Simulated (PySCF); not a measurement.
A calculated (MN15, PySCF 2.14, aug-cc-pVDZ-DK, the spin-free X2C one-electron Hamiltonian (Gaussian nucleus)) atom or ion has these occupied shells.

```tsv
shell	electrons	orbital energy (eV)	rms radius, mean of both spins (bohr)
1s α	1	-1793.7	0.129
1s β	1	-1793.6	0.129
2s α	1	-151.63	0.623
2s β	1	-151.54	0.623
2p α	3	-110.76	0.602
2p β	3	-110.61	0.602
3s α	1	-20.994	2.23
3s β	1	-19.976	2.23
3p α	1	-13.369	2.66
```

Q: Name the element and its charge.

A: Si⁺ (silicon, charge +1), in [Ne] 3s2 3p1, 2P determinant.
